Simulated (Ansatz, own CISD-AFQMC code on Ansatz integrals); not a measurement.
CH6Si3, SMILES `C1=[SiH][SiH2][SiH2]1` (charge 0, multiplicity 1).

Z-matrix (Å, degrees):
```
Si
H 1 1.4917
H 1 1.4917 2 106.97
C 1 1.8551 2 115.29 3 -129.67
H 4 1.0847 1 127.29 2 62.72
Si 4 1.7239 5 130.90 1 179.99
H 6 1.4922 4 126.80 5 0.02
Si 6 2.3086 7 138.15 4 180.00
H 8 1.4873 6 116.36 7 65.25
H 8 1.4873 9 108.94 6 133.93
```
Charge 0, multiplicity 1.

Frozen-core correlation energies in cc-pVDZ at a geometry from PBE0-D3(BJ)/def2-TZVP, on an HF energy of -908.08957 Ha (<S^2> = 0.00, restricted and unstable towards unrestricted orbitals). Wave-function levels are from Ansatz, the walk from an own CISD-AFQMC code on Ansatz integrals (time step 0.005/Ha, trial state from CCSD amplitudes, largest double 0.12).

```
level    correlation energy (mHa)
-------  ------------------------
MP2                        -428.4
CCSD                       -486.1
CCSD(T)                    -505.9
```

Question: What correlation energy does phaseless AFQMC give, and where does it lie among these levels?

Answer: -508.1 ± 0.4 mHa (one standard error). AFQMC minus each level: MP2 -79.7 mHa, CCSD -22.0 mHa, CCSD(T) -2.2 mHa.
